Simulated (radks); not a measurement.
Q: All-electron atom: Zn+ in [Ar] 3d10 4p1 (not the ground configuration). Calculated with a radial shooting solver on a logarithmic mesh with Libxc functionals: Dirac Kohn-Sham, PBE, spin-unpolarised, spherical densities, point nucleus; open shells fill j = l - 1/2 first. Some entries of the table are withheld. Estimate them.

orbital,occ.,eigenvalue (eV),<1/r> (bohr^-1)
1s1/2,2,-9534.676,30.23
2s1/2,2,-1169.097,6.621
2p1/2,2,-1030.887,6.578
2p3/2,4,-1007.011,6.421
3s1/2,2,-140.6484,2.094
3p1/2,2,(1),1.961
3p3/2,4,(2),1.923
3d3/2,4,-21.7054,(3)
3d5/2,6,-21.3446,(4)
4p1/2,1,-8.7421,(5)
4p3/2,0,-8.6093,(6)

A: 
(1) 3p1/2 eigenvalue (eV): -96.9077
(2) 3p3/2 eigenvalue (eV): -93.8503
(3) 3d3/2 <1/r> (bohr^-1): 1.531
(4) 3d5/2 <1/r> (bohr^-1): 1.519
(5) 4p1/2 <1/r> (bohr^-1): 0.4200
(6) 4p3/2 <1/r> (bohr^-1): 0.4140
